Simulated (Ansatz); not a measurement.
`CBBOC` + H₂ → `BOC` + `BC` at 400 K and 1 bar (hydrogenolysis of a B–B bond).

Isolated molecules relaxed with PBE0-D4/def2-TZVP in Ansatz; ΔE leaves out vibrations. CCSD(T)/CBS adds triple-zeta CCSD(T) − MP2 to the extrapolated MP2 energy (def2 sets, frozen cores). This one scheme is used for every species. One conformer a species, not always the lowest.

```tsv
species	CCSD(T)/CBS energy (Eh)	H − E (kJ/mol)	S (J/(mol·K))
`CBBOC`	-205.68526	307.2	392.9
H₂	-1.17544	38.0	139.0
`BOC`	-141.04597	188.1	287.6
`BC`	-65.83255	164.9	265.6
```

H − E and S are ideal-gas, rigid-rotor, harmonic terms from PBE0-D4/def2-TZVP, for one conformer and one mirror image of each species. The MP2-based limit puts H₂ 0.8 mEh under its directly extrapolated value; such offsets cancel only in part. 1 Eh = 2625.50 kJ/mol, R = 8.31446 J/(mol·K).

**Question.** By hand: ΔE, ΔH, ΔS and ΔG.

**Answer.** ΔE = (-141.04597) + (-65.83255) − (-205.68526) − (-1.17544) = -0.01782 Eh = -46.8 kJ/mol. Δ(H − E) = 188.1 + 164.9 − 307.2 − 38.0 = 7.8, so ΔH = -39.0 kJ/mol. ΔS = 287.6 + 265.6 − 392.9 − 139.0 = 21.3 J/(mol·K). ΔG = -39.0 − 400 × (21.3)/1000 = -47.5 kJ/mol.

**Question.** By hand: the equilibrium constant, and the temperature at which ΔG would vanish if ΔH and ΔS stayed fixed.

**Answer.** log₁₀ K = −ΔG/(RT ln 10) = 6.2. ΔH and −TΔS have one sign here, so there is no such temperature.

ΔH outweighs TΔS. A doubt of 5 kJ/mol in ΔE shifts log₁₀ K by 0.7 here. Other conformers and mirror images would add mixing entropy, several J/(mol·K) or more a flexible species. These are equilibria of isolated gas molecules and say nothing of rates. Largest T1 diagnostic: 0.014 (customary marks: 0.02 for closed shells, 0.045 for open ones).
